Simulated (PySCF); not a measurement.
PySCF 2.14 output of an unrestricted LDA calculation on a single atom or ion in aug-cc-pwCVDZ-PP with ECP10MDF, with a scalar-relativistic core potential:

```
SCF conv_tol = 1e-09
number electrons alpha = 13  beta = 9
    P. A. M. Dirac.,  Math. Proc. Cambridge Philos. Soc. 26, 376 (1930)
    F. Bloch.,  Z. Phys. 57, 545 (1929)
    S. H. Vosko, L. Wilk, and M. Nusair.,  Can. J. Phys. 58, 1200 (1980)
cycle= 1 E= -370.462320918196  delta_E= -0.0121  |g|= 0.185  |ddm|=  1.6
cycle= 2 E= -370.46233353973  delta_E= -1.26e-05  |g|= 0.181  |ddm|= 0.574
cycle= 3 E= -370.465448307238  delta_E= -0.00311  |g|= 0.00186  |ddm|= 0.318
cycle= 4 E= -370.465449080971  delta_E= -7.74e-07  |g|= 7.96e-05  |ddm|= 0.0126
cycle= 5 E= -370.465449076048  delta_E= 4.92e-09  |g|= 1.88e-05  |ddm|= 0.00134
cycle= 6 E= -370.465449073523  delta_E= 2.52e-09  |g|= 2.36e-06  |ddm|= 0.000507
cycle= 7 E= -370.465449073486  delta_E= 3.67e-11  |g|= 4.66e-08  |ddm|= 5.48e-05
converged SCF energy = -370.465449073486  <S^2> = 6.0005196  2S+1 = 5.0002078
```

The run itself started from symmetry-adapted Hartree-Fock orbitals and held the occupation by maximum overlap, on a logarithmic radial grid, so the iterations belong to that start.

Problem. Which element, charge and spin multiplicity is this?

Solution. Se²⁺ (selenium, charge +2), multiplicity 5; the state was [Ar] 3d10 4s1 4p2 5s1, high-spin 5P determinant (an excited configuration).

Energies and moments cover only the electrons outside the core potential. The outer electron is Rydberg-like, and this basis confines it to a smaller radius and binds it less than a complete one would.
